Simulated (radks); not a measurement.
These are the eigenvalues of the occupied orbitals of an atom or ion with whole-number occupations (eV). Calculated with a radial shooting solver on a logarithmic mesh with Libxc functionals: scalar-relativistic Kohn-Sham, LB94 model potential, spin-polarised, spherical densities, finite nucleus; Fermi nuclear charge, rms radius of each element as measured or else 0.836 A^(1/3) + 0.57 fm.

| orbital | eigenvalue |
|---|---|
| 1s down | -12623.89 |
| 1s up | -12623.87 |
| 2s up | -1658.221 |
| 2s down | -1658.137 |
| 2p up | -1465.751 |
| 2p down | -1465.612 |
| 3s up | -246.5005 |
| 3s down | -246.3594 |
| 3p up | -186.2980 |
| 3p down | -186.2175 |
| 3d down | -86.6705 |
| 3d up | -86.6011 |
| 4s down | -44.5426 |
| 4s up | -44.2776 |
| 4p up | -31.7922 |

Which element is it, and in what charge state? The configuration may be excited. Open shells, if any, are filled with parallel spins first.

Answer. Z = 34, selenium, charge +2: Se2+ in [Ar] 3d10 4s2 4p2. The list shows which subshells hold electrons but not how many an open one holds; the 1s level, -463.92 hartree, gives Z - s = 30.5 by -(Z - s)^2/2, which with screening and relativity narrows Z to a few neighbours, and the depths of the outer levels then fix element, charge and occupations together.
